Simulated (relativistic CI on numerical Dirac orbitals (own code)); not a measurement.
# Sr³⁺: q coefficients and field-shift factors

These numbers are calculated, not measured: Dirac-Coulomb-Breit CI, orbitals from a KLI potential per configuration, valence Slater integrals scaled by 0.85, P86 correlation energy added to each configuration, derivatives by finite differences, QED left out (own radial code, finite nucleus).

CI space (outside the closed core [Ar] 3d10): 4s2.4p5, 4s.4p6, 4s2.4p4.4d, 4s2.4p4.4f, 4s.4p5.4d, 4s2.4p4.5s, 4s2.4p4.5p. Double excitations out of closed p, d and f shells are left out; levels of such configurations are missing from the list, as are those of other unlisted configurations, and high levels can miss mixing partners.

With x = (α/α₀)² − 1 an excitation energy changes as ω = ω₀ + qx; K = 2q/ω₀ is the relative enhancement. Terms are leading LS components, so labels can repeat. The field-shift factor is F = δν/δ⟨r²⟩ for the transition from the lowest level.

Lowest level 4s2.4p5 2P°_3/2.

```
            Level  ω₀ (cm⁻¹)  q (cm⁻¹)       K  F (GHz/fm²)
  4s2.4p5 2P°_1/2     9645.8     10110     2.1      -0.0884
    4s.4p6 2S_1/2   157045.8     13080   0.167        -8.28
4s2.4p4.4d 4D_7/2   191279.3      3806  0.0398        0.885
4s2.4p4.4d 4D_5/2   191377.2      3439  0.0359        0.881
4s2.4p4.4d 4D_3/2   192258.9      4115  0.0428        0.873
4s2.4p4.4d 4D_1/2   193443.3      5616  0.0581        0.858
4s2.4p4.4d 4F_9/2   200690.6      1502   0.015        0.947
4s2.4p4.4d 4F_7/2   204208.9      4387   0.043        0.912
4s2.4p4.4d 2P_1/2   205740.1      4616  0.0449        0.928
4s2.4p4.4d 4F_5/2   207131.3      8742  0.0844        0.866
4s2.4p4.4d 4F_3/2   208052.7      7965  0.0766         0.88
4s2.4p4.4d 4P_1/2   208594.9      4122  0.0395        0.916
4s2.4p4.4d 4P_3/2   209051.2      5794  0.0554        0.965
```

Correlation outside the listed configurations is missing or only estimated: errors of thousands of cm⁻¹ between configurations and terms are usual at this charge. Rates and lifetimes follow the computed energies and can be off by large factors. The fine structure of a lone outer electron comes out too small, for d and f at times inverted, and misplaced configurations move strength between like terms.
